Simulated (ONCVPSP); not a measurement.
## cerium: one change to an ONCV potential, before and after

| Property | Result |
| --- | --- |
| Element | cerium (Ce) |
| Generator | ONCVPSP 4.0.1 |
| Type | optimised norm-conserving Vanderbilt (ONCV) |
| Functional | LDA (Perdew-Wang 92) |
| Relativity | scalar-relativistic |
| Frozen core | [Kr] 4d10 |
| Valence charge | 12 |
| Reference configuration | 4f1 5s2 5p6 5d1 6s2 |
| Partial waves | 5s+6s: rc 2.55 bohr, ncon 4, nbas 8, qcut 4.7 1/bohr, 2 projectors; 5p: rc 1.85 bohr, ncon 3, nbas 6, qcut 5.1 1/bohr, 2 projectors, debl 3.8 Ha; 5d: rc 3.55 bohr, ncon 4, nbas 9, qcut 5.3 1/bohr, 2 projectors, debl 1.5 Ha; 4f: rc 1.60 bohr, ncon 4, nbas 8, qcut 11.2 1/bohr, 2 projectors, debl 0.5 Ha |
| Local potential | polynomial inside 1.25 bohr (lpopt 4, dvloc0 0 Ha) |
| Core correction | Teter function, fcfact 5, rcfact 1.75 |

Change: core correction Teter function, fcfact 1.3, rcfact 1.75.

Cutoffs: the cutoffs (Ha) at which the residual kinetic energy of the hardest occupied pseudo-wave falls to 1 and 0.1 mHa per electron; they do not see the model core or the augmentation charge, which bear on the density cutoff. Errors are all-electron minus pseudo energies relative to the spin-unpolarised reference configuration.

Q: What does the change do?

A: The potential gets neither clearly harder nor softer (51 Ha and 56 Ha → 51 Ha and 56 Ha); of the 4 tests that both files solve, the error grows in 0 and shrinks in 4 by more than 15 % and 0.3 meV (median size 23.7 → 10.7 meV); neither file shows a bound ghost. A model core, the more so a compact one, raises the density cutoff, which this test does not measure.

| quantity | base | changed |
| --- | --- | --- |
| cutoff, loose | 51 Ha | 51 Ha |
| cutoff, tight | 56 Ha | 56 Ha |
| bound ghosts | none | none |
| GHOST(+) flags under 300 eV | s at 18.6 eV | s at 18.6 eV |
| error for 4f1 5s2 5p6 5d1 6s1, meV [ΔE 6.27 eV] | -2.2 | -1.8 |
| error for 4f1 5s2 5p6 5d1 6s0, meV [ΔE 17.61 eV] | -11 | -7.9 |
| error for 4f1 5s2 5p6 5d0 6s0, meV [ΔE 36.94 eV] | -36 | -14 |
| error for 4f1 5s2 5p5 5d1 6s2, meV [ΔE 27.98 eV] | -44 | -20 |
| s: phases at 2.58 bohr within 0.05 rad from the reference energy up to (Ha; the scan ends near 5) | 0.6 | 0.6 |
| p: phases at 1.88 bohr within 0.05 rad from the reference energy up to (Ha; the scan ends near 5) | 4.1 | 4.1 |
| d: phases at 3.61 bohr within 0.05 rad from the reference energy up to (Ha; the scan ends near 5) | 2.8 | 2.8 |
| f: phases at 1.62 bohr within 0.05 rad from the reference energy up to (Ha; the scan ends near 5) | to the end of the scan | to the end of the scan |
| rms error of d²Exc/dni dnj with the model core, mHa | 3.91 | 8.04 |
